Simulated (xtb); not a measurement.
CH₃ITe, SMILES C[Te]I. All values are semi-empirical tight-binding results from xtb (GFN2-xTB unless named), good for trends rather than for accurate numbers. Geometry: GFN2-xTB.

Optimised geometry:

```xyz
6

Te     0.3801    -1.1823     0.0000
I     -0.0638     1.4572     0.0000
C     -1.7057    -1.7136     0.0000
H     -1.7459    -2.7948     0.0000
H     -2.2017    -1.3366    -0.8858
H     -2.2017    -1.3366     0.8858
```
Charge 0, spin multiplicity 1.

Task: Estimate the properties. (Estimate from the structure and the level; the computed values follow.)

Result: 
The point group as xtb finds it is Cs and the orbital gap comes out as 3.00 eV. The zero-point energy is 23.1 kcal/mol and the G − E(el) at 298.15 K (modified RRHO) is 3.2 kcal/mol. The static polarisability (D4 model) comes out as 85.5 bohr³. The solvation energy, GFN2-xTB/ALPB(water) is -2.2 kcal/mol and the solvation energy, GFN2-xTB/ALPB(toluene) comes out as -5.3 kcal/mol.

Task: Give the atomic charges and the Wiberg bond orders between heavy atoms. (The exact figures need the calculation; the answer reports its results.)

Result: charges (e) Te1 0.10, I2 -0.09, C3 -0.11, H4 0.02, H5 0.04, H6 0.04. Bond orders Te1–I2 1.19, Te1–C3 0.99.
